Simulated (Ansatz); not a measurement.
Consider the ligand exchange at the Sc–O bond: `[CH3][Sc]([NH2])[OH]` + H–F → `[CH3][Sc]([NH2])[F]` + H₂O.

Calculated with Ansatz (gas phase, PBE0-D4/def2-TZVP geometries, no zero-point term in ΔE). CBS: MP2 limit from def2 TZ/QZ plus the TZ coupled-cluster correction, frozen cores. This one scheme is used for every species. DFT in def2-TZVPP. HSE06 is defined as in plane-wave codes. For Sc outer-core shells are correlated without core-valence functions, which leaves a few kJ/mol of doubt a bond. Scalar relativity is left out up to krypton. One conformer a species, not always the lowest.

Is it downhill or uphill in electronic energy at CCSD(T)/CBS, and by how much? (Best estimate.)

Computed: Downhill: ΔE = -50.8 kJ/mol.

What do these levels give: HSE06-D4, BHLYP-D4, PBE-QIDH, BLYP, HF/def2-QZVPP, MP2/def2-QZVPP? (Best estimate.)

Ansatz gave: HSE06-D4 -60.3, BHLYP-D4 -58.4, PBE-QIDH -56.6, BLYP -65.8, HF/def2-QZVPP -61.1, MP2/def2-QZVPP -49.2 kJ/mol.

Largest T1 diagnostic among the species: 0.015.

From r2SCAN to r2SCAN0 (25 % exact exchange), in def2-TZVPP and without D4, ΔE moves by +3.5 kJ/mol. Leaving LDA and LC-ωPBE aside and taking each functional with its dispersion term where it has one, the values, not all of them listed here, spread over 8.4 kJ/mol, from B97M-V to PBE-QIDH. LDA lies +7.0 kJ/mol from PBE without D4.
